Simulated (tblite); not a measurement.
Record of a relaxation.

Species: C2H3B2F3S.
Bonds: B1–B2, B2–S3, S3–C4, C4–F5, C4–C6 (double), C6–F7, C6–F8. Hydrogens: H9, H10 on B1; H11 on B2.

Computed with GFN2-xTB (tblite), gas phase: L-BFGS steps from a force-field or distance-geometry start until the largest atomic force falls under 0.01 eV/Å. 14 of its 104 geometries are shown.

Step 0: E = -697.1401 eV, largest atomic force 2.166 eV/Å
```
atom  x, y, z in Å  |  force x, y, z in eV/Å
B1      2.426   -0.215   -0.348   -1.046  -0.303   1.359
B2      1.457    0.997    0.313    0.126  -0.631  -1.870
S3     -0.130    0.364    1.140   -0.496   0.185  -0.524
C4     -1.237    0.000   -0.249    0.252  -0.082   0.219
F5     -0.832    0.178   -1.536   -0.168  -0.061   0.948
C6     -2.477   -0.481    0.024    1.947   0.711   0.628
F7     -2.743   -0.616    1.363   -0.786  -0.251  -1.645
F8     -3.346   -0.781   -0.933   -0.328  -0.124   0.892
H9      1.867   -1.189   -0.770    0.601   0.613  -0.316
H10     3.490   -0.350    0.115    0.190  -0.164  -0.271
H11     1.530    2.096   -0.104   -0.292   0.106   0.580
```

Step 8: E = -697.7995 eV, largest atomic force 0.506 eV/Å
```
atom  x, y, z in Å  |  force x, y, z in eV/Å
B1      2.361   -0.283   -0.244    0.163   0.014  -0.223
B2      1.393    0.975    0.112    0.207   0.113   0.006
S3     -0.112    0.479    1.126   -0.304   0.013  -0.117
C4     -1.173   -0.014   -0.206   -0.091  -0.015   0.481
F5     -0.768    0.194   -1.470   -0.065  -0.096   0.151
C6     -2.409   -0.466    0.057    0.125   0.043  -0.379
F7     -2.866   -0.666    1.284    0.033  -0.021  -0.024
F8     -3.337   -0.774   -0.854    0.244   0.057   0.138
H9      1.961   -1.179   -0.889    0.130   0.032  -0.066
H10     3.483   -0.401    0.134   -0.500  -0.002   0.078
H11     1.471    2.139   -0.035    0.057  -0.137  -0.045
```

Step 16: E = -697.9250 eV, largest atomic force 0.377 eV/Å
```
atom  x, y, z in Å  |  force x, y, z in eV/Å
B1      2.279   -0.281   -0.377   -0.050  -0.205   0.179
B2      1.366    0.974    0.063    0.059   0.147  -0.030
S3     -0.106    0.667    1.176   -0.250  -0.128  -0.252
C4     -1.140   -0.006   -0.080   -0.125  -0.078   0.010
F5     -0.724    0.125   -1.357    0.049   0.051   0.031
C6     -2.378   -0.478    0.093   -0.059  -0.034  -0.019
F7     -2.944   -0.728    1.262    0.039   0.064   0.197
F8     -3.224   -0.778   -0.894    0.205  -0.031   0.000
H9      2.109   -1.166   -1.119   -0.086   0.116  -0.182
H10     3.218   -0.452    0.309    0.016   0.053   0.044
H11     1.550    2.123   -0.061    0.203   0.044   0.023
```

Step 24: E = -698.0077 eV, largest atomic force 0.555 eV/Å
```
atom  x, y, z in Å  |  force x, y, z in eV/Å
B1      2.197   -0.312   -0.395   -0.339   0.371  -0.192
B2      1.384    1.001    0.057   -0.169   0.229   0.208
S3     -0.141    0.858    1.103   -0.101  -0.021  -0.350
C4     -1.141   -0.045   -0.037    0.001   0.291  -0.344
F5     -0.746    0.069   -1.322    0.184  -0.118  -0.207
C6     -2.378   -0.525    0.111    0.125   0.078   0.305
F7     -2.950   -0.692    1.292   -0.222  -0.130   0.016
F8     -3.146   -0.928   -0.900    0.099  -0.046   0.289
H9      2.134   -0.987   -1.334    0.082  -0.183  -0.101
H10     2.978   -0.530    0.433    0.362  -0.382   0.177
H11     1.816    2.095    0.006   -0.021  -0.090   0.198
```

Step 32: E = -698.2726 eV, largest atomic force 1.095 eV/Å
```
atom  x, y, z in Å  |  force x, y, z in eV/Å
B1      2.161   -0.260   -0.409   -0.453  -0.054  -0.040
B2      1.452    1.096    0.207    0.020   0.463   0.148
S3     -0.307    1.329    0.707    0.545  -0.691  -0.642
C4     -1.206    0.052   -0.211    0.058   0.099  -0.103
F5     -0.794   -0.152   -1.488   -0.006   0.127   0.411
C6     -2.325   -0.584    0.152   -0.329  -0.091  -0.011
F7     -2.889   -0.560    1.354    0.304   0.189  -0.134
F8     -3.078   -1.356   -0.652    0.606   0.345   0.248
H9      2.128   -0.664   -1.530    0.148   0.259   0.497
H10     2.696   -0.947    0.393   -0.065   0.063  -0.272
H11     2.168    2.049    0.492   -0.828  -0.710  -0.101
```

Step 40: E = -698.4551 eV, largest atomic force 0.261 eV/Å
```
atom  x, y, z in Å  |  force x, y, z in eV/Å
B1      2.068   -0.280   -0.390    0.056   0.158   0.200
B2      1.413    1.067    0.250   -0.120  -0.082   0.072
S3     -0.317    1.418    0.481   -0.038  -0.107   0.016
C4     -1.180    0.080   -0.302   -0.053   0.058   0.032
F5     -0.814   -0.252   -1.555    0.172   0.099   0.020
C6     -2.255   -0.543    0.176    0.008  -0.083  -0.002
F7     -2.774   -0.417    1.384    0.103   0.150  -0.005
F8     -2.920   -1.455   -0.521   -0.084  -0.096   0.005
H9      2.151   -0.470   -1.533    0.075  -0.076  -0.204
H10     2.573   -1.074    0.312   -0.113  -0.077  -0.066
H11     2.060    1.930    0.712   -0.007   0.057  -0.069
```

Step 48: E = -698.4981 eV, largest atomic force 0.117 eV/Å
```
atom  x, y, z in Å  |  force x, y, z in eV/Å
B1      2.027   -0.278   -0.404    0.037   0.086   0.071
B2      1.365    1.041    0.289    0.035   0.046  -0.058
S3     -0.359    1.436    0.456    0.002   0.004   0.022
C4     -1.173    0.090   -0.359    0.041  -0.048   0.018
F5     -0.721   -0.255   -1.574   -0.001  -0.030  -0.027
C6     -2.206   -0.559    0.168   -0.058   0.014   0.009
F7     -2.691   -0.285    1.369   -0.043  -0.010   0.048
F8     -2.885   -1.545   -0.401    0.024   0.004  -0.028
H9      2.234   -0.366   -1.553    0.024  -0.004   0.028
H10     2.404   -1.174    0.254   -0.076  -0.036  -0.063
H11     2.010    1.898    0.768    0.015  -0.026  -0.020
```

Step 55: E = -698.5107 eV, largest atomic force 0.112 eV/Å
```
atom  x, y, z in Å  |  force x, y, z in eV/Å
B1      2.014   -0.261   -0.428    0.002  -0.028   0.006
B2      1.370    1.074    0.250    0.088  -0.020   0.066
S3     -0.355    1.427    0.499    0.070   0.031  -0.050
C4     -1.154    0.080   -0.321   -0.010  -0.026  -0.010
F5     -0.685   -0.279   -1.527    0.015   0.003  -0.007
C6     -2.213   -0.552    0.176    0.013  -0.084   0.045
F7     -2.718   -0.290    1.371   -0.065  -0.020  -0.041
F8     -2.860   -1.547   -0.417   -0.030   0.049   0.038
H9      2.318   -0.356   -1.556   -0.009   0.033   0.037
H10     2.256   -1.206    0.231   -0.045   0.062  -0.055
H11     2.032    1.914    0.737   -0.028   0.001  -0.028
```

Step 63: E = -698.5177 eV, largest atomic force 0.039 eV/Å
```
atom  x, y, z in Å  |  force x, y, z in eV/Å
B1      1.998   -0.254   -0.437    0.001  -0.020  -0.007
B2      1.387    1.082    0.265    0.007   0.013   0.006
S3     -0.343    1.445    0.464   -0.003  -0.002  -0.001
C4     -1.142    0.071   -0.320    0.028   0.007   0.026
F5     -0.660   -0.320   -1.512    0.012  -0.019  -0.005
C6     -2.196   -0.560    0.190   -0.010  -0.008   0.007
F7     -2.730   -0.266    1.365   -0.002   0.005  -0.022
F8     -2.838   -1.568   -0.385   -0.010   0.010   0.002
H9      2.372   -0.301   -1.546   -0.020   0.026   0.006
H10     2.120   -1.251    0.168    0.009  -0.003  -0.003
H11     2.038    1.923    0.761   -0.012  -0.008  -0.009
```

Step 71: E = -698.5194 eV, largest atomic force 0.028 eV/Å
```
atom  x, y, z in Å  |  force x, y, z in eV/Å
B1      1.999   -0.255   -0.431   -0.006   0.010  -0.025
B2      1.392    1.083    0.272    0.003  -0.008   0.005
S3     -0.339    1.435    0.475    0.006  -0.010   0.001
C4     -1.130    0.055   -0.304    0.000  -0.015  -0.019
F5     -0.634   -0.349   -1.487    0.006  -0.003   0.015
C6     -2.202   -0.559    0.188   -0.005   0.018  -0.001
F7     -2.747   -0.257    1.355   -0.025   0.010   0.001
F8     -2.857   -1.551   -0.401    0.012  -0.008   0.011
H9      2.347   -0.277   -1.549    0.000  -0.010   0.002
H10     2.136   -1.263    0.154    0.008   0.020  -0.007
H11     2.040    1.941    0.741    0.003  -0.005   0.017
```

Step 79: E = -698.5268 eV, largest atomic force 0.143 eV/Å
```
atom  x, y, z in Å  |  force x, y, z in eV/Å
B1      1.997   -0.222   -0.496    0.000   0.004   0.044
B2      1.414    1.082    0.280   -0.066   0.087   0.014
S3     -0.321    1.391    0.532   -0.011  -0.014   0.034
C4     -1.095   -0.001   -0.239   -0.087  -0.013   0.011
F5     -0.492   -0.503   -1.334   -0.113  -0.026   0.083
C6     -2.245   -0.532    0.177    0.125  -0.044   0.005
F7     -2.893   -0.140    1.264    0.053   0.039  -0.100
F8     -2.866   -1.555   -0.397    0.010   0.037  -0.016
H9      2.296   -0.221   -1.625    0.034  -0.015  -0.028
H10     2.161   -1.230    0.078    0.028  -0.047  -0.042
H11     2.050    1.935    0.774    0.026  -0.008  -0.005
```

Step 87: E = -698.5451 eV, largest atomic force 0.087 eV/Å
```
atom  x, y, z in Å  |  force x, y, z in eV/Å
B1      1.984   -0.172   -0.578    0.025  -0.033  -0.015
B2      1.430    1.091    0.292   -0.006  -0.030  -0.005
S3     -0.295    1.294    0.677    0.004  -0.003  -0.005
C4     -1.047   -0.099   -0.111   -0.079  -0.001   0.037
F5     -0.329   -0.769   -1.030   -0.019   0.003   0.016
C6     -2.290   -0.504    0.152    0.029   0.018   0.026
F7     -3.074    0.063    1.056    0.020   0.012  -0.042
F8     -2.902   -1.524   -0.434    0.008  -0.016  -0.010
H9      2.201   -0.132   -1.729    0.012   0.031   0.035
H10     2.257   -1.188   -0.058    0.009   0.021  -0.024
H11     2.071    1.944    0.777   -0.005  -0.003  -0.014
```

Step 95: E = -698.5527 eV, largest atomic force 0.076 eV/Å
```
atom  x, y, z in Å  |  force x, y, z in eV/Å
B1      1.989   -0.145   -0.625    0.022   0.010   0.015
B2      1.432    1.071    0.307   -0.014  -0.005   0.009
S3     -0.277    1.217    0.781    0.026  -0.017  -0.012
C4     -1.031   -0.170   -0.014   -0.035  -0.020  -0.018
F5     -0.263   -0.945   -0.806   -0.043   0.029   0.055
C6     -2.320   -0.480    0.130    0.014   0.039  -0.059
F7     -3.163    0.217    0.876    0.009  -0.031  -0.001
F8     -2.934   -1.495   -0.467    0.016   0.002   0.036
H9      2.110   -0.066   -1.786   -0.001   0.028  -0.021
H10     2.393   -1.139   -0.157    0.010  -0.024   0.011
H11     2.068    1.938    0.774   -0.003  -0.011  -0.015
```

Step 103: E = -698.5548 eV, largest atomic force 0.007 eV/Å
```
atom  x, y, z in Å  |  force x, y, z in eV/Å
B1      2.005   -0.132   -0.641    0.001   0.000  -0.001
B2      1.435    1.055    0.319    0.000  -0.001   0.001
S3     -0.267    1.183    0.819   -0.004   0.002  -0.003
C4     -1.032   -0.199    0.026   -0.001   0.003   0.003
F5     -0.254   -1.026   -0.697    0.003   0.000  -0.001
C6     -2.336   -0.460    0.108   -0.004   0.000   0.003
F7     -3.195    0.282    0.789   -0.002  -0.003  -0.002
F8     -2.946   -1.486   -0.472   -0.003   0.000   0.003
H9      2.067   -0.024   -1.806    0.006   0.003   0.001
H10     2.462   -1.121   -0.209    0.003   0.000  -0.001
H11     2.067    1.930    0.777    0.002  -0.005  -0.002
```

Question: Summarise the path.

Answer: The energy falls by 136.50 kJ/mol from step 0 to step 103; nine tenths of that is first reached at step 37. It rises by more than 0.2 meV at steps 32, 82, 85, 88 and 91. The largest force goes from 2.166 to 0.007 eV/Å. Among the bonds B2–S3 changes most, from 1.898 to 1.778 Å; the atoms move by 1.010 Å rms after alignment.

The cost below is that of the whole relaxation. The run took 0.9 s wall on Arm Neoverse N1, one thread (shared host).
